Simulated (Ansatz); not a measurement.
Geometry optimisation, UHF/def2-SVP (Ansatz).

Input:

```yaml
crystal:
  periodic: [false, false, false]
  atoms:
    - { symbol: B, position_ang: [0.0, 0.0, 0.0] }
    - { symbol: H, position_ang: [0.0, 0.0, 1.44] }
    - { symbol: O, position_ang: [1.2211, 0.0, -0.705] }
    - { symbol: H, position_ang: [1.5209, -0.9519, -0.8599] }
    - { symbol: O, position_ang: [-1.2211, 0.0, -0.705] }
    - { symbol: H, position_ang: [-1.7308, -0.8467, -0.4965] }
    - { symbol: F, position_ang: [0.0, 0.0, 2.66] }
magnetization:
  spin_polarized: true
  initial_magnetization: 1
basis:
  gaussian: { orbitals: def2-SVP }
hamiltonian:
  xc: hf
relax:
  f_tol: 0.15
  max_steps: 25
  restrain:
    - { distance: [1, 6], at: 2.12, k: 30.0 }
    - { distance: [0, 1], at: 1.19, k: 30.0 }
```

Run as:

```bash
$ ansatz run input.yaml --threads 1 --pin off --max-ram 2048MiB --backend cpu --events-out ev --progress --plain --runs-dir out
```

Question: Where does it end, and by what steps?

Answer: The forces met the threshold. The restraints hold the end off the free minimum. After 8 steps the energy has fallen by 1.969 eV (the restraints' own energy left out); H4 moved furthest, 0.67 Å.

| step | energy less start (eV) | largest force component (eV/Å) | accepted |
| --- | --- | --- | --- |
| 0 | 0.0000 | 2.929 | yes |
| 1 | -0.6453 | 2.060 | yes |
| 2 | -0.8797 | 2.550 | yes |
| 3 | -1.1535 | 2.270 | yes |
| 4 | -1.6259 | 1.037 | yes |
| 5 | -1.8624 | 0.699 | yes |
| 6 | -1.9532 | 0.448 | yes |
| 7 | -1.9683 | 0.221 | yes |
| 8 | -1.9686 | 0.222 | yes |

```xyz
7
Properties=species:S:1:pos:R:3
B 0.019 -0.264 0.016
H -0.211 -0.050 1.168
O 1.301 -0.301 -0.387
H 1.400 -0.474 -1.312
O -0.972 -0.467 -0.883
H -1.844 -0.427 -0.529
F 0.096 0.183 3.261
```

Time of the run: 15 s on 1 thread of Arm Neoverse V2, with other jobs on the host, peak memory 0.14 GiB.
